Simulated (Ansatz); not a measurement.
Zn(NH2)(OSiH3) (H₅NOSiZn), SMILES [SiH3][O][Zn][NH2].

Geometry: PBE0-D3(BJ)/def2-SVP. The structure was generated by enumeration; whether it is a known compound was not checked. The values are those of a single conformer.

Two levels are set side by side: PBE/def2-SVPD (Ansatz, an electronic-structure program) and CAM-B3LYP/def2-SVPD (Ansatz). Energy differences of separate SCF runs at the same geometry; the states with an electron removed or added have multiplicity 2 and 2. Differences are taken from unrounded values.

```
quantity                           CAM-B3LYP
---------------------------------  ---------
vertical ionisation energy (eV)         9.77
vertical singlet–triplet gap (eV)       4.76
```

Task: What does PBE give, and how far is it from CAM-B3LYP? (An estimate is asked for; the answer gives what the named calculation found.)

Result: 
```json
[
 {"quantity": "vertical ionisation energy (eV)", "PBE": "9.01", "PBE minus CAM-B3LYP": "-0.75"},
 {"quantity": "vertical singlet–triplet gap (eV)", "PBE": "4.29", "PBE minus CAM-B3LYP": "-0.47"}
]
```
